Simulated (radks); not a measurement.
Task: Neutral tungsten: order these configurations by energy. Method: Dirac Kohn-Sham, PBE, spin-unpolarised, spherical densities, finite nucleus; Fermi nuclear charge, rms radius of each element as measured or else 0.836 A^(1/3) + 0.57 fm; computed with a radial shooting solver on a logarithmic mesh with Libxc functionals. Sub-shells are occupied by j as written (lower j first in brackets). [Xe] 4f14 5d(3/2: 3, 5/2: 0) 6s2 6p(1/2: 1, 3/2: 0); [Xe] 4f14 5d(3/2: 4, 5/2: 0) 6s1 6p(1/2: 1, 3/2: 0); [Xe] 4f14 5d(3/2: 4, 5/2: 0) 6s2; [Xe] 4f14 5d(3/2: 4, 5/2: 1) 6s1.

Result: From the lowest, in eV above it: [Xe] 4f14 5d(3/2: 4, 5/2: 0) 6s2 0.000; [Xe] 4f14 5d(3/2: 4, 5/2: 1) 6s1 1.941; [Xe] 4f14 5d(3/2: 3, 5/2: 0) 6s2 6p(1/2: 1, 3/2: 0) 3.812; [Xe] 4f14 5d(3/2: 4, 5/2: 0) 6s1 6p(1/2: 1, 3/2: 0) 4.032.
